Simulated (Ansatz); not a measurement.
Geometry optimisation, Ansatz 0.2.0, UKS PBE0-D4/def2-SVP.

The input (input.yaml):

```yaml
crystal:
  periodic: [false, false, false]
  atoms:
    - { symbol: Hf, position_ang: [0.00045, 0.0, -0.035849] }
    - { symbol: Cl, position_ang: [0.000122, 0.0, 2.434624] }
    - { symbol: F, position_ang: [1.765822, 0.0, -0.72537] }
    - { symbol: F, position_ang: [-0.882196, 1.528831, -0.725464] }
    - { symbol: F, position_ang: [-0.882196, -1.528831, -0.725464] }
    - { symbol: H, position_ang: [-0.000102, 0.0, 5.009623] }
magnetization:
  spin_polarized: true
  initial_magnetization: 1
basis:
  gaussian: { orbitals: def2-SVP }
hamiltonian:
  xc: pbe0
  dispersion: d4
relax:
  f_tol: 0.03
  max_steps: 50
```

Launched with:

```bash
$ ansatz run input.yaml --threads 4 --pin off --max-ram 5120MiB --backend cpu --events-out ev --progress --plain --runs-dir out
```

Question: Where does it end, and by what steps?

Answer: The run converged. The force dipped under the threshold on the way, but the program's further checks kept it going. After 8 steps the energy has fallen by 0.144 eV; H6 moved furthest, 0.62 Å.

| step | energy less start (eV) | largest force component (eV/Å) | accepted |
| --- | --- | --- | --- |
| 0 | 0.0000 | 1.649 | yes |
| 1 | -0.0159 | 1.936 | yes |
| 2 | -0.1150 | 0.167 | yes |
| 3 | -0.1183 | 0.140 | yes |
| 4 | -0.1334 | 0.105 | yes |
| 5 | -0.1407 | 0.024 | yes |
| 6 | -0.1433 | 0.012 | yes |
| 7 | -0.1444 | 0.002 | yes |
| 8 | -0.1444 | 0.004 | yes |

```xyz
6
Properties=species:S:1:pos:R:3
Hf 0.001 0.000 -0.157
Cl 0.001 0.000 2.190
F 1.783 0.000 -0.809
F -0.891 1.544 -0.809
F -0.891 -1.544 -0.809
H -0.001 0.000 5.628
```

Whether the end is a true minimum wasn't checked by a vibrational analysis.

Run time: 21 s on 4 threads of Arm Neoverse V2, with other jobs on the host, peak memory 0.3 GiB.
